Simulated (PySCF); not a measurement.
**Working out the ionisation energy of Pd⁺**

Pd⁺ [Kr] 4d9 (2D) → Pd²⁺ [Kr] 4d8 (3F). Computed with PySCF 2.14 in ANO-RCC-VTZP (7s6p4d2f1g, 68 functions), with the spin-free X2C one-electron Hamiltonian (Gaussian nucleus). Frozen: [Kr]. Energies in hartree (1 hartree = 27.21139 eV):

```tsv
part	Pd⁺ (lower)	Pd²⁺ (upper)
UHF	-5042.353554	-5041.712642
CCSD correlation	-0.272545	-0.210622
(T)	-0.009380	-0.005122
```

Q: What does Hartree-Fock give?

A: (-5041.712642) − (-5042.353554) = 0.640912 hartree = 17.440 eV.

Q: What do CCSD and CCSD(T) give?

A: The CCSD correlation energies differ by 0.061923 hartree = 1.685 eV and the triples by 0.004258 hartree = 0.116 eV, so CCSD gives 19.125 eV and CCSD(T) 19.241 eV.

A first-order spin-orbit estimate adds -0.118 eV to CCSD(T) (valence), giving 19.123 eV against 19.43 ± 0.12 eV (semi-empirical (NIST evaluation); NIST Atomic Spectra Database, ionization energies).

What remains against the reference includes basis incompleteness, the frozen core and higher excitations.
